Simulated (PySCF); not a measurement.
Computed structure and properties of [TaH4]+

System: [TaH4]+ (singlet); start: released along the symmetry-breaking force (C2v). Method: PySCF 2.14.0, RKS r2SCAN, Ta def2-SVP with ECP60, H def2-SVP; non-relativistic Hamiltonian with scalar-relativistic core potentials where named; density fitting; no spin-orbit coupling.

Input of the relaxation:

```python
mol = gto.M(atom='''
Ta    -0.00138     0.00138    -0.00000
H      1.95093    -0.01140    -0.00000
H      0.07166     1.78685    -0.00000
H     -1.78686    -0.07159     0.00000
H      0.01132    -1.95093     0.00000''',
    basis={'Ta': 'def2-SVP', 'H': 'def2-SVP'},
    ecp={'Ta': 'def2-SVP'},
    charge=1, spin=0)
mf = dft.RKS(mol, xc='R2SCAN')
mf.grids.atom_grid = (50, 194)
mf = mf.density_fit()  # fitting sets: Ta def2-universal-JKFIT, H def2-universal-JKFIT
mf.conv_tol = 1e-08; mf.max_cycle = 55
mf.kernel(dm0)  # dm0: converged density of the start geometry
# quasi-Newton relaxation in Cartesian coordinates to a largest gradient under 0.00045 Eh/bohr
```

Run from Python with OMP_NUM_THREADS=2; the lines above give its settings. Where DIIS fails, smearing, a level shift and second-order steps follow.
It took 64 s on 2 threads of Arm Neoverse V1, with other jobs on the host, from the converged density of the start.

Course of the relaxation:

| step | energy above end (eV) | largest force component within the symmetry (eV/Å) |
| --- | --- | --- |
| 0 | 5.5661 | 0.605 |
| 1 | 5.4478 | 0.758 |
| 2 | 5.2932 | 1.435 |
| 3 | 4.5895 | 1.624 |
| 4 | 3.9045 | 1.583 |
| 5 | 3.3027 | 1.000 |
| 6 | 3.1551 | 0.285 |
| 7 | 3.1376 | 0.427 |
| 20 | 0.0041 | 0.238 |
| 21 | 0.0017 | 0.157 |
| 22 | 0.0008 | 0.086 |
| 23 | 0.0003 | 0.032 |
| 24 | 0.0001 | 0.020 |
| 25 | 0.0000 | 0.012 |
(The steps between are left out.)

Relaxed geometry (nearly C4v):

```xyz
5

Ta   -0.0817    0.0590   -0.7495
H     1.4797   -0.0566   -0.0575
H     0.1040    1.3214    0.3907
H    -1.3127   -0.0890    0.4305
H     0.0563   -1.4805   -0.0143
```

```
   contact      Å
Ta1–H2 (H)  1.712
Ta1–H3 (H)  1.711
Ta1–H4 (H)  1.712
Ta1–H5 (H)  1.712
```

On the finer grid (75, 302):

```json
{"HOMO": "-13.81 eV", "LUMO": "-10.25 eV", "Dipole about the centre of mass": "3.68 D", "Set of Mulliken populations of Ta1 outside the core potential": "s 2.74, p 6.05, d 3.03, f 0.02", "D3(BJ) dispersion energy (not in the energies)": "-0.014 eV"}
```

```
atom  Mulliken (e)  Löwdin (e)  spin (e)
 Ta1          1.16        0.96      0.00
  H2         -0.04        0.01      0.00
  H3         -0.04        0.01      0.00
  H4         -0.04        0.01      0.00
  H5         -0.04        0.01      0.00
```

No frequency check is given for this geometry.

Taking off one H (charge -1, singlet; the rest: singlet) in vacuum, both parts rigid, costs 18.70 eV; the small basis without counterpoise inflates it. Most of it is the attraction of opposite charges; other ways to part are cheaper, and one spin state was tried for the rest.

Rigid scan of H along the line from its metal:

```
distance to H2 (Å)  energy (eV)
              1.41        1.064
              1.51        0.408
              1.61        0.089
              1.71        0.000
              1.81        0.067
              1.91        0.236
              2.11        0.739
              2.41        1.611
              2.81        2.638
              3.31        3.545
```

One start shape was tried, so this needn't be the lowest isomer.
